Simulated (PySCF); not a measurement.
H6Si3, SMILES [SiH2]1[SiH2][SiH2]1. Atoms are numbered in the order given.

```xyz
9

Si     1.3493     0.0000     0.0000
H      2.1661     0.0000     1.2472
H      2.1661     0.0000    -1.2472
Si    -0.6746     1.1685     0.0000
H     -1.0831     1.8759     1.2472
H     -1.0831     1.8759    -1.2472
Si    -0.6746    -1.1685     0.0000
H     -1.0831    -1.8759     1.2472
H     -1.0831    -1.8759    -1.2472
```
Charge 0, spin multiplicity 1.

Geometry optimised at PBE0-D3(BJ)/def2-SVP.

Computed with TDA-PBE0/def2-SVPD (PySCF).

Vertical excitations; the highest root listed may be one member of a degenerate set.  State labels are in the subgroup C2v.

```
state  symmetry  energy (eV)  λ (nm)      f                                                               main pairs
-----  --------  -----------  ------  -----  -----------------------------------------------------------------------
S1           A2         4.49     276  0.000                                             HOMO−1→LUMO (degenerate set)
S2           B2         4.49     276  0.000                                               HOMO→LUMO (degenerate set)
S3           B1         5.63     220  0.000                                     HOMO−1→LUMO+2 49 %, HOMO→LUMO+1 49 %
S4           B1         5.70     218  0.032  HOMO→LUMO+4, HOMO→LUMO+1, HOMO−1→LUMO+2, HOMO−1→LUMO+3 (degenerate set)
S5           A1         5.70     218  0.032  HOMO−1→LUMO+4, HOMO−1→LUMO+1, HOMO→LUMO+2, HOMO→LUMO+3 (degenerate set)
S6           A1         5.83     213  0.000                                     HOMO−1→LUMO+1 49 %, HOMO→LUMO+2 49 %
S7           B1         5.96     208  0.001                                           HOMO−1→LUMO+3 (degenerate set)
S8           A1         5.96     208  0.001                                             HOMO→LUMO+3 (degenerate set)
S9           B1         6.47     192  0.252  HOMO→LUMO+4, HOMO−1→LUMO+2, HOMO→LUMO+1, HOMO−1→LUMO+5 (degenerate set)
S10          A1         6.47     192  0.253  HOMO−1→LUMO+4, HOMO→LUMO+2, HOMO−1→LUMO+1, HOMO→LUMO+5 (degenerate set)
T1           A2         3.91     317      0                                             HOMO−1→LUMO (degenerate set)
T2           B2         3.91     317      0                                               HOMO→LUMO (degenerate set)
T3           B1         4.88     254      0                 HOMO→LUMO+4, HOMO→LUMO+1, HOMO−1→LUMO+2 (degenerate set)
T4           A1         4.88     254      0               HOMO−1→LUMO+4, HOMO−1→LUMO+1, HOMO→LUMO+2 (degenerate set)
```
Triplets are in the Tamm–Dancoff approximation.
